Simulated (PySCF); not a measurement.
Job file and geometry (Å, from GFN2-xTB) of an NMR shielding run on SMILES C(Cl)C[SiH]1C=CC=C1, C6H9ClSi, GIAO PBE0/pcSseg-1 NMR shielding, non-relativistic, gas phase in PySCF 2.14.0, density-fitted response routines; density fitting, a coarse starting grid and PySCF grid level 2 are the driver's defaults:

```
$ OMP_NUM_THREADS=1 python probes_run.py task.json out

{"job": {"kind": "nmr", "xc": "PBE0", "basis": "pcSseg-1"}, "charge": 0, "multiplicity": 1}
Cl     2.372672     1.892488    -0.130771
C      2.709898     0.148974    -0.005431
C      1.498401    -0.644736    -0.437245
Si    -0.074584    -0.027902     0.455025
C     -1.530290    -1.214856     0.268009
C     -2.528216    -0.579516    -0.355024
C     -2.272934     0.797458    -0.750788
C     -1.066896     1.292853    -0.451164
H      3.585011    -0.048613    -0.626163
H      2.954221    -0.039282     1.039775
H      1.682932    -1.695119    -0.213455
H      1.372710    -0.562078    -1.516551
H      0.220686     0.297756     1.854976
H     -1.620887    -2.233282     0.605310
H     -3.487074    -1.026058    -0.579947
H     -3.045839     1.354010    -1.262443
H     -0.776810     2.299934    -0.695679
```

**Question.** What does the program print?

**Answer.** 
```
coarse grid: 15344 points
cycle   1  E = -982.9940202679  dE =  9.926e-01  |g| = 4.597e-01  |ddm| = 3.809e+00
cycle   2  E = -982.9849014309  dE =  9.119e-03  |g| = 5.051e-01  |ddm| = 9.365e-01
cycle   3  E = -983.0506568223  dE = -6.576e-02  |g| = 6.085e-02  |ddm| = 5.147e-01
cycle   4  E = -983.0512163244  dE = -5.595e-04  |g| = 3.948e-02  |ddm| = 8.361e-02
cycle   5  E = -983.0515985998  dE = -3.823e-04  |g| = 9.972e-03  |ddm| = 4.090e-02
cycle   6  E = -983.0516240843  dE = -2.548e-05  |g| = 2.236e-03  |ddm| = 1.173e-02
cycle   7  E = -983.0516251776  dE = -1.093e-06  |g| = 8.975e-04  |ddm| = 2.768e-03
final grid: 139272 points
cycle   8  E = -983.0988665747  dE = -3.513e-05  |g| = 8.544e-03  |ddm| = 2.851e-02
cycle   9  E = -983.0988590960  dE =  7.479e-06  |g| = 9.999e-03  |ddm| = 1.573e-02
cycle  10  E = -983.0988850500  dE = -2.595e-05  |g| = 9.791e-04  |ddm| = 9.006e-03
cycle  11  E = -983.0988852385  dE = -1.886e-07  |g| = 2.781e-04  |ddm| = 1.217e-03
cycle  12  E = -983.0988852579  dE = -1.937e-08  |g| = 5.504e-05  |ddm| = 2.965e-04
cycle  13  E = -983.0988852585  dE = -6.348e-10  |g| = 2.331e-05  |ddm| = 7.533e-05
converged SCF energy = -983.0988852585

GIAO shielding tensors (ppm)
atom      isotropic    diamagn.    paramagn.     s11        s22        s33       span
  0 Cl     836.481    1147.123    -310.642    653.392    804.354   1051.696    398.304
  1 C      137.251     245.466    -108.215    106.936    137.665    167.152     60.216
  2 C      167.796     253.061     -85.266    148.495    167.319    187.573     39.078
  3 Si     366.923     880.112    -513.190    313.657    388.092    399.019     85.362
  4 C       50.752     261.427    -210.676    -59.600     39.798    172.058    231.658
  5 C       31.182     254.841    -223.659    -88.150     39.377    142.319    230.470
  6 C       32.157     254.633    -222.476    -86.929     40.838    142.563    229.492
  7 C       45.413     259.928    -214.515    -62.753     36.220    162.771    225.524
  8 H       27.623      27.227       0.397     21.127     26.958     34.785     13.657
  9 H       27.890      28.455      -0.565     22.377     27.103     34.189     11.812
 10 H       30.345      31.163      -0.818     24.246     28.648     38.141     13.895
 11 H       30.289      31.476      -1.187     26.523     29.226     35.119      8.596
 12 H       26.984      28.688      -1.704     23.366     25.620     31.965      8.599
 13 H       25.543      31.449      -5.906     23.799     25.442     27.388      3.590
 14 H       24.495      30.198      -5.702     22.136     23.486     27.864      5.728
 15 H       24.503      30.424      -5.921     21.889     23.460     28.160      6.271
 16 H       25.284      31.422      -6.138     22.563     24.365     28.923      6.360
```

**Question.** Turn these shieldings into chemical shifts. References, each an isolated molecule treated in the same way: ³⁵Cl (σref 949.78) against HCl; TMS for ¹³C (σref 186.93) and ²⁹Si (σref 349.16) and ¹H (σref 31.72).

**Answer.** Averaging equivalent atoms: Cl 0: 113; C 5/6: 155.3; C 4/7: 138.8; C 1: 49.7; C 2: 19.1; Si 3: -17.8; H 14/15: 7.22; H 13/16: 6.30; H 12: 4.73; H 8/9: 3.96; H 10/11: 1.40 ppm. 

Size and cost of the density-fitted run: 195 basis functions, 60 s wall time on 1 thread of an Arm Neoverse V1, shared host; peak memory 0.79 GiB.
